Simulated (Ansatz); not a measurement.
# Molecular dynamics of HCl

Input file:

```yaml
crystal:
  lattice:
    - [6.738664, 0.0, 0.0]
    - [0.0, 6.738664, 0.0]
    - [0.0, 0.0, 6.738664]
  atoms:
    - { symbol: Cl, position: [0.11549946, 0.06073466, 0.83675949] }
    - { symbol: H, position: [0.14156608, 0.18315717, 0.98782] }
    - { symbol: Cl, position: [0.38278316, 0.66685807, 0.76592497] }
    - { symbol: H, position: [0.30976223, 0.8374877, 0.82845116] }
    - { symbol: Cl, position: [0.75343217, 0.84079416, 0.15540568] }
    - { symbol: H, position: [0.60594446, 0.89142751, 0.28257219] }
    - { symbol: Cl, position: [0.97364265, 0.29562198, 0.19814679] }
    - { symbol: H, position: [0.87050142, 0.14034711, 0.12820483] }
    - { symbol: Cl, position: [0.29011281, 0.95581558, 0.38413278] }
    - { symbol: H, position: [0.32139981, 0.82156444, 0.53771057] }
    - { symbol: Cl, position: [0.51557728, 0.38408751, 0.38126424] }
    - { symbol: H, position: [0.45486358, 0.20971727, 0.44019018] }
basis:
  ecutwfc: 420.0
kpoints:
  mp_grid: { grid: [1, 1, 1] }
hamiltonian:
  xc: lda
scf:
  occupations: { method: fermi_dirac, width: 0.02 }
  lower_state_search: "off"
md:
  timestep: 0.5
  n_steps: 400
  ensemble: nvt_langevin
  temperature: 400.0
  initial_velocities: maxwell_boltzmann
  seed: 534311
  friction: 0.05
```

Run as:

```bash
$ ansatz run input.yaml --threads 1 --pin off --max-ram 3072MiB --backend cpu --events-out ev --progress --plain --runs-dir out
```

It goes on from the last frame of an earlier run, with new velocities.

Output, in part (step lines):

```
md step     0: t =     0.00 fs  T =   366.7 K  F+E_penalty+E_count = -6362.65249167 eV  E_kin = 0.568744 eV  (8 SCF iters)
md step     1: t =     0.50 fs  T =   399.1 K  F+E_penalty+E_count = -6362.64840288 eV  E_kin = 0.619020 eV  (6 SCF iters)
md step     2: t =     1.00 fs  T =   382.1 K  F+E_penalty+E_count = -6362.63364185 eV  E_kin = 0.592639 eV  (6 SCF iters)
md step     3: t =     1.50 fs  T =   419.3 K  F+E_penalty+E_count = -6362.61262253 eV  E_kin = 0.650456 eV  (6 SCF iters)
md step     4: t =     2.00 fs  T =   408.8 K  F+E_penalty+E_count = -6362.58728013 eV  E_kin = 0.634155 eV  (6 SCF iters)
md step     5: t =     2.50 fs  T =   379.9 K  F+E_penalty+E_count = -6362.55850423 eV  E_kin = 0.589249 eV  (5 SCF iters)
md step     6: t =     3.00 fs  T =   364.0 K  F+E_penalty+E_count = -6362.52412158 eV  E_kin = 0.564625 eV  (5 SCF iters)
md step     7: t =     3.50 fs  T =   360.3 K  F+E_penalty+E_count = -6362.49347207 eV  E_kin = 0.558938 eV  (5 SCF iters)
[... lines left out ...]
md step   398: t =   199.00 fs  T =   424.5 K  F+E_penalty+E_count = -6362.42019764 eV  E_kin = 0.658521 eV  (5 SCF iters)
md step   399: t =   199.50 fs  T =   433.0 K  F+E_penalty+E_count = -6362.43733879 eV  E_kin = 0.671650 eV  (5 SCF iters)
md step   400: t =   200.00 fs  T =   501.7 K  F+E_penalty+E_count = -6362.46233976 eV  E_kin = 0.778135 eV  (6 SCF iters)
```

The steps, from the saved trajectory:

| time (fs) | T (K) | potential energy less start (eV) |
| --- | --- | --- |
| 0.0 | 367 | 0.000 |
| 6.5 | 494 | 0.107 |
| 13.0 | 432 | 0.249 |
| 19.5 | 273 | 0.172 |
| 26.0 | 326 | 0.162 |
| 32.5 | 370 | 0.132 |
| 39.0 | 344 | -0.006 |
| 45.5 | 384 | -0.114 |
| 52.0 | 393 | -0.022 |
| 58.5 | 366 | -0.011 |
| 65.0 | 414 | 0.036 |
| 71.5 | 366 | 0.192 |
| 78.0 | 471 | 0.119 |
| 84.5 | 451 | 0.109 |
| 91.0 | 328 | 0.090 |
| 97.5 | 476 | 0.224 |
| 104.0 | 294 | 0.217 |
| 110.5 | 295 | 0.286 |
| 117.0 | 259 | 0.244 |
| 123.5 | 327 | 0.210 |
| 130.0 | 447 | 0.162 |
| 136.5 | 313 | 0.124 |
| 143.0 | 294 | 0.134 |
| 149.5 | 384 | 0.134 |
| 156.0 | 379 | 0.178 |
| 162.5 | 329 | 0.150 |
| 169.0 | 308 | 0.144 |
| 175.5 | 244 | 0.136 |
| 182.0 | 310 | 0.219 |
| 188.5 | 387 | 0.254 |
| 195.0 | 351 | 0.218 |

The run went to its last step. The mean temperature of the second half is 13 % below the set value. A run of 0.2 ps of so small a system gives no equilibrium averages. Limits of this set-up: coarse k mesh.

Mean squared displacements from the first frame to the last, about the centre of mass: Cl 0.25 Å², H 0.49 Å².

Last frame:

```xyz
12
Lattice="6.7387 0.0000 0.0000 0.0000 6.7387 0.0000 0.0000 0.0000 6.7387" Properties=species:S:1:pos:R:3
Cl 1.140 0.672 5.539
H 0.428 1.240 6.595
Cl 2.591 4.099 6.157
H 1.846 5.233 6.111
Cl 5.235 5.977 1.008
H 3.980 6.113 1.197
Cl 6.909 2.146 1.397
H 5.783 1.622 1.672
Cl 1.980 6.075 2.559
H 2.256 5.286 3.535
Cl 3.433 2.709 2.659
H 2.873 1.544 3.094
```

Run time: 2.1 min on 1 thread of Intel(R) Xeon(R) Platinum 8559C (Emerald Rapids), with other jobs on the host, peak memory 0.37 GiB.
